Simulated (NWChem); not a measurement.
Species: CH6AuNO; SMILES C[O][Au]<-[NH3]

```xyz
10

Au     0.0556    -0.1886     0.0000
O      0.5150     1.7260     0.0000
C     -0.5268     2.6632     0.0000
H     -1.1930     2.6156     0.8996
H     -0.0696     3.6822    -0.0013
H     -1.1945     2.6140    -0.8983
N     -0.2709    -2.2675    -0.0001
H      0.0627    -2.7097    -0.8695
H     -1.2733    -2.4890     0.0874
H      0.2116    -2.7316     0.7839
```
Atoms are numbered in this order, from 1.

Results from NWChem. The geometry was optimised at PBE-D3(BJ)/def2-SVP. Not confirmed as a minimum by frequencies. def2 effective core potentials on Au; no spin-orbit coupling. Level B3LYP/def2-SVP: energy and gradient on several grids; changes count from the extra-fine grid, which is no exact limit either.

### Question
Which is the coarsest grid (coarse; medium; fine; xcoarse; xfine) from which on the energy stays within 500 μHa and each gradient component within 500 μHa/bohr of xfine?

### Answer
medium.
```tsv
grid	size of the energy change (μHa)	largest change of a gradient component (μHa/bohr)	time, medium = 1 (rough)
xcoarse	5000	10000	about 1
coarse	70	1000	about 1
medium	< 10	90	about 1
fine	< 10	< 30	about 1
xfine	< 10	< 30	2
```
